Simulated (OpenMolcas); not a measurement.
# Computed transition rates of P II

```
Program             : OpenMolcas 26.06
Method              : MS-RASPT2, IPEA 0.25 Eh, imaginary shift 0.1 Eh (closed shells correlated: 2s 2p)
Basis               : ANO-RCC-VTZP [5s4p2d1f]
Scalar Hamiltonian  : DKH2, point nucleus
Active space        : 4 electrons in 9 orbitals (RAS2 3s 3p; RAS3 3d, at most 2 electrons)
State averaging     : 2S+1 = 3 even, 6 roots; 2S+1 = 1 even, 11 roots; 2S+1 = 5 odd, 1 root; 2S+1 = 3 odd, 8 roots; 2S+1 = 1 odd, 8 roots
Spin-orbit coupling : state interaction with AMFI integrals over the reference wave functions, term energies averaged over their components
```

Rates come from the transition moments of the reference wave functions (E1 and E2 in the length form). At fixed line strength A goes as λ^-3 for E1 and M1 and as λ^-5 for E2, so a rate at the computed wavelength can be rescaled to the measured one. Measured vacuum wavelengths follow from level energies in NIST Handbook of Basic Atomic Spectroscopic Data. Branching counts decays inside the model space alone, at computed energies, and the table is only a selection of the E2 and M1 lines, drawn from those between levels with measured partners whose computed energy lies within a factor of 1.5 of the measured one.

| Upper | Lower | Type | λ computed (nm) | λ measured (nm) | A computed (s-1) | A rescaled (s-1) | Branching % |
| --- | --- | --- | --- | --- | --- | --- | --- |
| 3s² 3p² ¹S₀ | 3s² 3p² ¹D₂ | E2 | 773.8 | 787.8 | 1.56e+00 | 1.43e+00 | 89.7 |
| 3s² 3p² ¹S₀ | 3s² 3p² ³P₁ | M1 | 454.4 | 467.1 | 1.76e-01 |  | 10.1 |
| 3s² 3p² ¹D₂ | 3s² 3p² ³P₂ | M1 | 1135 | 1189 | 1.33e-02 |  | 72.8 |
| 3s² 3p² ¹D₂ | 3s² 3p² ³P₁ | M1 | 1101 | 1147 | 4.87e-03 |  | 26.6 |
| 3s² 3p² ³P₂ | 3s² 3p² ³P₁ | M1 | 36800 | 32870 | 2.72e-04 | 3.82e-04 | 100.0 |
| 3s² 3p² ³P₁ | 3s² 3p² ³P₀ | M1 | 69070 | 60640 | 5.48e-05 | 8.10e-05 | 100.0 |

Spin-changing lines and M1 lines between different terms are not rescaled, since their strength hangs on the term gaps too.

The largest correction is for 3s² 3p² ³P₁ → 3s² 3p² ³P₀ (M1): 5.48e-05 × (69070 / 60640)^3 = 8.10e-05 s-1, a factor of 1.48.

No measured rate stands beside these. Rescaling mends the energy factor alone: line strengths can still be far off where a level mixes with configurations outside the active space, and weak or spin-changing lines hang on small mixing coefficients that depend on the term gaps too, so rescaling need not improve them.

CASPT2 breaks the degeneracy within a term, and the mean is taken; among the terms shown or strongly mixed into the levels shown the widest spread is 23 cm-1 (3s² 3p² ¹D). The run also gave levels led by 3s 3p² 3d, 3s² 3p 3d, which use shells meant for correlation; these and all levels above them are left out. Measured partners are found by configuration, term and J. A level has none where our copy of the source lacks it or the pairing is in doubt (some pairs that miss far off the trend of their configuration count as doubtful). Only configurations of the active space appear.
